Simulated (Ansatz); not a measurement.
```yaml
crystal:
  periodic: [false, false, false]
  atoms:
    - {symbol: C, position_ang: [-0.795020, 0.498502, -1.490392]}
    - {symbol: Si, position_ang: [0.547528, -0.118709, -0.335451]}
    - {symbol: N, position_ang: [0.285614, -1.120267, 0.950104]}
    - {symbol: C, position_ang: [0.561131, 0.225403, 1.616813]}
    - {symbol: F, position_ang: [1.522041, 0.070641, 2.347274]}
    - {symbol: H, position_ang: [-0.405439, 1.509402, -2.011127]}
    - {symbol: H, position_ang: [-0.774620, -0.183958, -2.135644]}
    - {symbol: H, position_ang: [-1.585675, 0.767415, -1.031232]}
    - {symbol: H, position_ang: [2.002629, -0.311052, -0.968031]}
    - {symbol: H, position_ang: [-0.398702, -1.988448, 1.179012]}
    - {symbol: H, position_ang: [-0.271975, 0.648926, 2.041936]}
basis:
  gaussian: {orbitals: 6-31G, nuclear_model: gaussian, point_charges: [{charge: -1.00, position_ang: [5.529, -0.829, 0.871]}]}
hamiltonian: {xc: {name: B2PLYP}}
```

```sh
$ ansatz run in.yaml --threads 4 --pin off --events-out ev --progress --plain --max-ram 10444MiB
```

Shortened log:

```
Functional definition: B2PLYP
793 factors; integrals over basis functions are off by at most 1.9e-4 eV
mean field evaluation 1: about -14226.7394 eV, gradient 5.0e1 eV
mean field evaluation 2: about -14226.7329 eV, gradient 5.0e1 eV
mean field evaluation 4: about -14232.0268 eV, gradient 6.5e0 eV
mean field evaluation 8: about -14232.1200 eV, gradient 2.5e-1 eV
mean field evaluation 16: about -14232.1202 eV, gradient 1.5e-4 eV
mean field -14232.12022279 eV, -523.0207713101 hartree, gradient 4.8e-6 eV, S^2 0.000000; 0 other end points of the search recorded, 0 dependent functions left out
9 core orbitals not correlated: weight in the atoms' cores, before any rotation towards them, 1.000 or more for the frozen orbitals, at most 0.000 for the correlated occupied ones
reference -14232.12035984 eV, -523.0207763464 hartree; 15, 15 occupied and 37, 37 virtual orbitals, 793 factors
second order -15.80663181 eV of doubles, -0.00000000 eV of singles
Total energy: -14236.38815043 eV, -523.1776147577 hartree
```

Run time 0.55 s (4 threads of an INTEL XEON PLATINUM 8581C on a shared host); peak host memory 0.14 GiB.
